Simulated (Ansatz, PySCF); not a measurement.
C4H10ClFSi, singlet, geometry from GFN2-xTB. Base run: CASSCF(4,5)/STO-3G (PySCF).

The PySCF input:
```python
from pyscf import gto, scf, mcscf
import numpy

mol = gto.Mole()
mol.atom = '''
    C     2.70106411   -0.47342653   -0.36337652
    C     1.30391777   -0.90648808   -0.81021101
    Si   -0.06976135    0.26314982   -0.20785481
    F     0.27520037    1.73451503   -0.80600080
    Cl   -0.02931276    0.47849426    1.79430125
    C    -1.81372345   -0.16201214   -0.82875205
    C    -2.33054349   -1.51777614   -0.35067873
    H     2.92546455    0.52533623   -0.72915722
    H     2.77148615   -0.46235626    0.72154433
    H     3.45394741   -1.15793117   -0.74864845
    H     1.11849875   -1.92031962   -0.45248277
    H     1.28363270   -0.95557877   -1.90025128
    H    -2.50673109    0.61497792   -0.49964357
    H    -1.82838773   -0.14113722   -1.91945492
    H    -2.34591005   -1.56097687    0.73554679
    H    -1.69661009   -2.32247780   -0.71498456
    H    -3.34150774   -1.69045457   -0.71350516
'''
mol.basis = 'sto-3g'
mol.verbose = 4
mol.build()

mf = scf.RHF(mol)
mf.kernel()
mc = mcscf.CASSCF(mf, 5, 4)
mc.fix_spin_(ss=0.0)
mc.kernel()
occ = numpy.linalg.eigvalsh(mc.fcisolver.make_rdm1(mc.ci, mc.ncas, mc.nelecas))[::-1]
ss = mc.fcisolver.spin_square(mc.ci, mc.ncas, mc.nelecas)[0]
print('natural occupations', occ.round(4), ' <S^2>', round(ss, 4))
```

Programs used: Ansatz (an electronic-structure program), PySCF; a row that names a program was run with it.

The base run was repeated with changes; each row names its change, and settings that it needs were set with it.

```tsv
change	ΔE vs base (mEh)	natural occupations	<S^2> of the state	outcome
base	0.000	1.98 1.97 0.03 0.02 0.00	0.00	converged
active space = 4 electrons, 3 orbitals	17.611	2.00 1.98 0.02	0.00	converged
start = MP2 natural orbitals	-0.062	1.98 1.97 0.03 0.02 0.00	0.00	converged
solver = newton	0.000	1.98 1.97 0.03 0.02 0.00	0.00	converged
active space = 10 electrons, 9 orbitals	-27.741	2.00 1.99 1.98 1.97 1.97 0.03 0.02 0.02 0.01	0.00	converged
active space = 2 electrons, 4 orbitals	16.848	1.98 0.02 0.00 0.00	0.00	converged
state_average = 2 states	-	-	-	not converged
conv_tol = 1e-5	0.002	1.98 1.97 0.03 0.02 0.00	0.00	converged
correction = SC-NEVPT2	-240.5	1.98 1.97 0.03 0.02 0.00	0.00	converged
code = ansatz; correction = SC-NEVPT2, all electrons	-240.6	-	-	converged
fix_spin_ = off	0.000	1.98 1.97 0.03 0.02 0.00	0.00	converged
```

Active orbitals are taken around the Fermi level unless the row says otherwise; CASSCF can end in different local minima, and two programs can end on different orbitals. State-averaged rows give the lowest state.
